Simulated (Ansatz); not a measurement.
Computed with Ansatz on PBE0-D4/def2-TZVP structures; ΔE is electronic, products minus reactants. CCSD(T)/CBS is the MP2 limit (def2-TZVPP, def2-QZVPP) plus CCSD(T) − MP2 in def2-TZVPP, frozen cores. This one scheme is used for every species. Functionals use def2-TZVPP. B3LYP here is the variant with VWN-RPA as its local correlation; programs differ in this. Each species was taken in one conformer, which may not be the lowest.

Reaction (ligand exchange at the Si–N bond): `[SiH3]N[SiH](Cl)Cl` + `O[SiH2]S` → `O[SiH2]S[SiH](Cl)Cl` + `N[SiH3]`

`[SiH3]N[SiH](Cl)Cl`:

Cartesian coordinates in Å:
```
Si -1.609 0.028 -0.211
N 0.064 -0.323 -0.515
Si 1.405 0.076 0.444
Cl 2.694 -1.509 0.541
Cl 2.477 1.647 -0.317
H -2.156 0.985 -1.208
H -1.680 0.624 1.145
H -2.423 -1.214 -0.267
H 0.275 -0.753 -1.407
H 0.952 0.440 1.796
```

`O[SiH2]S`:

```xyz
7

O    -0.665    0.149    1.340
Si   -0.231    0.437   -0.218
S     0.896   -1.148   -1.093
H    -1.097   -0.686    1.527
H    -1.401    0.553   -1.124
H     0.547    1.692   -0.160
H     1.950   -0.997   -0.272
```

`O[SiH2]S[SiH](Cl)Cl`:

Cartesian coordinates in Å:
```
O 1.420 0.889 1.617
Si 1.480 0.380 0.066
S 0.480 -1.506 -0.238
Si -1.425 -0.701 -0.620
Cl -2.015 0.566 0.894
Cl -2.751 -2.240 -0.737
H 0.548 1.033 1.993
H 0.854 1.352 -0.866
H 2.903 0.142 -0.246
H -1.495 0.086 -1.863
```

`N[SiH3]`:

Z-matrix (Å, degrees):
```
Si
N 1 1.720
H 1 1.486 2 107.9
H 1 1.494 2 116.0 3 -120.3
H 1 1.486 2 107.9 3 119.4
H 2 1.007 1 119.6 3 -168.6
H 2 1.007 1 119.6 3 49.2
```

```csv
level,ΔE (kJ/mol)
B3LYP-D4,8.0
ωB97M-V,7.8
PBE,1.9
PBE0,5.1
B3LYP,15.8
HF/def2-TZVPP,28.1
CCSD/def2-TZVPP,16.7
CCSD/CBS(def2),11.8
```

Q: What does CCSD(T)/CBS give? (Estimate.)

A: Ansatz gave: +8.0 kJ/mol. The listed levels differ from it by 0.0, -0.2, -6.1, -2.9, 7.8, 20.1, 8.7, 3.8 kJ/mol.

Largest T1 diagnostic among the species: 0.011.

In def2-TZVPP, CCSD(T) changes the Hartree–Fock value by −15.2 kJ/mol (the triples alone add −3.8 kJ/mol) and MP2 by −20.9 kJ/mol. From PBE to PBE0 (25 % exact exchange), in def2-TZVPP and without D4, ΔE moves by +3.2 kJ/mol.

CCSD(T)/CBS has its own doubt, a few kJ/mol and more with outer-core shells, so smaller differences from it don't rank the levels.
